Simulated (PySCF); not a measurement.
Delta-SCF ions had no search for a lower state. Excitations are Tamm–Dancoff values on a coarser integration grid. The basis has no diffuse functions, so Rydberg states are missing or too high.

C7H13BS, SMILES `B[C@]12CC[C@](S)(CC1)C2` (charge 0, multiplicity 1)

These are ωB97X-D3(BJ)/def2-TZVP // PBE0-D3(BJ)/def2-SVP in PySCF values and carry that method's errors.

The HOMO is -9.09 eV, the dipole moment comes out as 0.248 e·Å and the HOMO–LUMO gap is 9.84 eV. The LUMO comes out as 0.76 eV and the S1 excitation (TDA) is 5.61 eV. The S1 oscillator strength is 0.000 and the T1 excitation (TDA) comes out as 5.15 eV. The S1–T1 gap (TDA) is 0.46 eV. The vertical ionisation energy (Delta-SCF) is 8.91 eV and the total energy is -697.9052 Ha. The cost is very roughly 18 core-minutes.

```xyz
22

B      2.4697    -0.3005     0.5887
C      0.9981    -0.0180     0.1888
C      0.5626    -1.2908    -0.6132
C     -0.9859    -1.2274    -0.5696
C     -1.2663     0.0581     0.2219
S     -2.9674     0.0473     0.8451
C     -0.8908     1.2603    -0.6584
C      0.6554     1.1973    -0.6990
C     -0.1209     0.0365     1.2412
H      2.7191    -0.9370     1.5890
H      3.3844     0.0249    -0.1363
H      0.9245    -2.2164    -0.1364
H      0.9641    -1.2739    -1.6367
H     -1.4402    -1.1955    -1.5709
H     -1.4040    -2.0981    -0.0416
H     -2.9072     1.2461     1.4653
H     -1.3675     1.1950    -1.6477
H     -1.2417     2.1936    -0.1918
H      1.0584     1.0803    -1.7163
H      1.0972     2.1168    -0.2856
H     -0.1535    -0.8442     1.9001
H     -0.0883     0.9455     1.8634
```
